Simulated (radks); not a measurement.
Values are calculated unless marked as measured or tabulated.
Species: the tin ion Sn+. Configuration: [Kr] 4d10 5s2 5p1.

Code: a radial shooting solver on a logarithmic mesh with Libxc functionals. Model: Dirac Kohn-Sham, PBEsol, spin-unpolarised, spherical densities, finite nucleus; open shells fill j = l - 1/2 first; Fermi nuclear charge, rms radius 4.6519 fm.

Energy parts (hartree):
total: -6175.84913
kinetic: 6502.18780
electron-nucleus: -14980.36747
Hartree: 2464.56439
exchange-correlation: -162.23386

Orbitals (lengths in bohr, moments of r in powers of bohr; r(90%) holds 90 % of the orbital's charge):
[
 {"orbital": "1s1/2", "occ.": "2", "eigenvalue (hartree)": "-1065.214", "<r>": "0.02907", "<r^4>": "3.411e-06", "<r^2>": "0.001144", "r(90%)": "0.0522"},
 {"orbital": "2s1/2", "occ.": "2", "eigenvalue (hartree)": "-161.0182", "<r>": "0.1252", "<r^4>": "0.0005921", "<r^2>": "0.01853", "r(90%)": "0.194"},
 {"orbital": "2p1/2", "occ.": "2", "eigenvalue (hartree)": "-150.4511", "<r>": "0.1058", "<r^4>": "0.0003816", "<r^2>": "0.01377", "r(90%)": "0.173"},
 {"orbital": "2p3/2", "occ.": "4", "eigenvalue (hartree)": "-141.9823", "<r>": "0.1112", "<r^4>": "0.0004484", "<r^2>": "0.01507", "r(90%)": "0.181"},
 {"orbital": "3s1/2", "occ.": "2", "eigenvalue (hartree)": "-31.29752", "<r>": "0.3393", "<r^4>": "0.02654", "<r^2>": "0.1318", "r(90%)": "0.500"},
 {"orbital": "3p1/2", "occ.": "2", "eigenvalue (hartree)": "-27.00320", "<r>": "0.3300", "<r^4>": "0.02574", "<r^2>": "0.1266", "r(90%)": "0.497"},
 {"orbital": "3p3/2", "occ.": "4", "eigenvalue (hartree)": "-25.45685", "<r>": "0.3413", "<r^4>": "0.02922", "<r^2>": "0.1352", "r(90%)": "0.513"},
 {"orbital": "3d3/2", "occ.": "4", "eigenvalue (hartree)": "-17.85831", "<r>": "0.3126", "<r^4>": "0.02496", "<r^2>": "0.1161", "r(90%)": "0.493"},
 {"orbital": "3d5/2", "occ.": "6", "eigenvalue (hartree)": "-17.53899", "<r>": "0.3162", "<r^4>": "0.02598", "<r^2>": "0.1186", "r(90%)": "0.498"},
 {"orbital": "4s1/2", "occ.": "2", "eigenvalue (hartree)": "-5.19923", "<r>": "0.8186", "<r^4>": "0.8590", "<r^2>": "0.7588", "r(90%)": "1.19"},
 {"orbital": "4p1/2", "occ.": "2", "eigenvalue (hartree)": "-3.77072", "<r>": "0.8656", "<r^4>": "1.141", "<r^2>": "0.8568", "r(90%)": "1.27"},
 {"orbital": "4p3/2", "occ.": "4", "eigenvalue (hartree)": "-3.49155", "<r>": "0.8956", "<r^4>": "1.310", "<r^2>": "0.9173", "r(90%)": "1.32"},
 {"orbital": "4d3/2", "occ.": "4", "eigenvalue (hartree)": "-1.25788", "<r>": "1.089", "<r^4>": "3.677", "<r^2>": "1.410", "r(90%)": "1.70"},
 {"orbital": "4d5/2", "occ.": "6", "eigenvalue (hartree)": "-1.21946", "<r>": "1.104", "<r^4>": "3.894", "<r^2>": "1.449", "r(90%)": "1.72"},
 {"orbital": "5s1/2", "occ.": "2", "eigenvalue (hartree)": "-0.65296", "<r>": "2.304", "<r^4>": "56.14", "<r^2>": "6.017", "r(90%)": "3.38"},
 {"orbital": "5p1/2", "occ.": "1", "eigenvalue (hartree)": "-0.38931", "<r>": "2.819", "<r^4>": "134.4", "<r^2>": "9.098", "r(90%)": "4.21"},
 {"orbital": "5p3/2", "occ.": "0", "eigenvalue (hartree)": "-0.36803", "<r>": "2.926", "<r^4>": "155.3", "<r^2>": "9.791", "r(90%)": "4.37"}
]

The highest occupied level is 5p1/2 at -10.594 eV. The electron density at the nucleus is 1.909e+05 e/bohr^3. Summed over all electrons, <r^2> = 44.73 bohr^2, which gives a Langevin (diamagnetic) susceptibility term of -35.4 x 10^-6 cm^3/mol. The density falls to 0.001 e/bohr^3 at r = 4.18 bohr.
